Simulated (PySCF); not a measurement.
Job file and geometry (Å, from GFN2-xTB) of an NMR shielding run on SMILES C=C[C@@]12CCC[C@@H]1C[C@@H]2C, C10H16, PySCF 2.14.0, density-fitted response routines, GIAO PBE0/pcSseg-1 NMR shielding, non-relativistic, gas phase; density fitting, a coarse starting grid and PySCF grid level 2 are the driver's defaults:

```
{"job": {"kind": "nmr", "xc": "PBE0", "basis": "pcSseg-1"}, "charge": 0, "multiplicity": 1}
C      2.053055     1.933432    -1.016379
C      0.784024     1.574741    -1.078863
C      0.158412     0.454743    -0.314651
C     -0.623761     1.004101     0.891029
C     -1.855019     0.108054     1.034957
C     -2.207576    -0.272525    -0.403315
C     -0.854010    -0.437078    -1.081566
C     -0.050533    -1.684279    -0.677079
C      1.044422    -0.794030    -0.064011
C      1.488858    -1.125499     1.348614
H      2.436193     2.768942    -1.577442
H      2.765178     1.411340    -0.399670
H      0.095079     2.132041    -1.703128
H     -0.016333     1.035733     1.793133
H     -0.940073     2.024811     0.665147
H     -1.609125    -0.786634     1.607652
H     -2.673780     0.617650     1.542331
H     -2.764125     0.537841    -0.878321
H     -2.809041    -1.179914    -0.460441
H     -0.899425    -0.275409    -2.158282
H     -0.562376    -2.306532     0.054499
H      0.274275    -2.314080    -1.503201
H      1.923995    -0.758369    -0.710795
H      2.144354    -0.348946     1.738147
H      0.638980    -1.231464     2.017742
H      2.037308    -2.066052     1.347165
```

**Question.** What does the program print?

**Answer.** 
```
coarse grid: 20784 points
cycle   1  E = -389.9949491863  dE =  1.357e+00  |g| = 4.955e-01  |ddm| = 4.590e+00
cycle   2  E = -389.9821205830  dE =  1.283e-02  |g| = 5.616e-01  |ddm| = 1.071e+00
cycle   3  E = -390.0640267963  dE = -8.191e-02  |g| = 6.816e-02  |ddm| = 6.497e-01
cycle   4  E = -390.0648374454  dE = -8.106e-04  |g| = 3.129e-02  |ddm| = 1.140e-01
cycle   5  E = -390.0650538226  dE = -2.164e-04  |g| = 1.003e-02  |ddm| = 3.730e-02
cycle   6  E = -390.0650765341  dE = -2.271e-05  |g| = 3.427e-03  |ddm| = 1.283e-02
cycle   7  E = -390.0650794045  dE = -2.870e-06  |g| = 3.551e-04  |ddm| = 3.212e-03
final grid: 198032 points
cycle   8  E = -390.1307267992  dE = -1.099e-04  |g| = 1.083e-02  |ddm| = 6.206e-02
cycle   9  E = -390.1307134192  dE =  1.338e-05  |g| = 1.314e-02  |ddm| = 2.459e-02
cycle  10  E = -390.1307575293  dE = -4.411e-05  |g| = 1.691e-03  |ddm| = 1.517e-02
cycle  11  E = -390.1307581641  dE = -6.349e-07  |g| = 4.866e-04  |ddm| = 2.216e-03
cycle  12  E = -390.1307582157  dE = -5.159e-08  |g| = 1.847e-04  |ddm| = 5.711e-04
cycle  13  E = -390.1307582237  dE = -7.964e-09  |g| = 4.380e-05  |ddm| = 2.420e-04
cycle  14  E = -390.1307582242  dE = -4.535e-10  |g| = 7.160e-06  |ddm| = 4.260e-05
converged SCF energy = -390.1307582242

GIAO shielding tensors (ppm)
atom      isotropic    diamagn.    paramagn.     s11        s22        s33       span
  0 C       71.142     255.285    -184.144    -41.305     85.093    169.638    210.943
  1 C       27.258     253.178    -225.920    -99.855     39.788    141.843    241.698
  2 C      133.529     250.482    -116.953    114.073    141.993    144.520     30.446
  3 C      149.079     245.030     -95.950    117.808    156.705    172.725     54.917
  4 C      157.056     249.177     -92.120    128.481    167.839    174.849     46.368
  5 C      151.090     248.567     -97.476    129.008    157.394    166.869     37.861
  6 C      142.910     250.350    -107.441    117.166    147.268    164.295     47.129
  7 C      155.861     250.815     -94.955    140.901    153.333    173.348     32.447
  8 C      152.062     247.483     -95.421    138.469    148.674    169.042     30.573
  9 C      168.795     246.776     -77.981    153.111    168.029    185.244     32.133
 10 H       26.476      28.683      -2.207     23.682     25.227     30.519      6.837
 11 H       26.554      33.578      -7.024     22.786     24.743     32.134      9.348
 12 H       25.293      32.432      -7.139     21.939     24.192     29.748      7.809
 13 H       29.932      31.843      -1.911     26.181     28.817     34.797      8.616
 14 H       30.394      32.099      -1.706     24.790     29.555     36.836     12.046
 15 H       29.891      31.649      -1.758     26.341     28.201     35.130      8.789
 16 H       29.886      29.712       0.174     25.059     26.712     37.888     12.828
 17 H       30.045      31.265      -1.219     25.114     27.333     37.689     12.574
 18 H       30.262      30.187       0.076     26.028     27.046     37.713     11.684
 19 H       29.402      34.129      -4.726     25.489     28.256     34.462      8.973
 20 H       30.955      32.448      -1.493     28.108     29.386     35.372      7.264
 21 H       29.435      31.543      -2.108     25.840     26.349     36.116     10.276
 22 H       29.204      34.636      -5.431     26.427     28.028     33.158      6.731
 23 H       30.673      30.761      -0.088     26.100     27.995     37.925     11.826
 24 H       30.695      31.175      -0.479     25.813     31.892     34.381      8.568
 25 H       30.550      28.884       1.666     26.262     27.316     38.072     11.810
```

Size and cost of the density-fitted run: 250 basis functions, 99 s wall time on 1 thread of an Arm Neoverse N1, shared host.
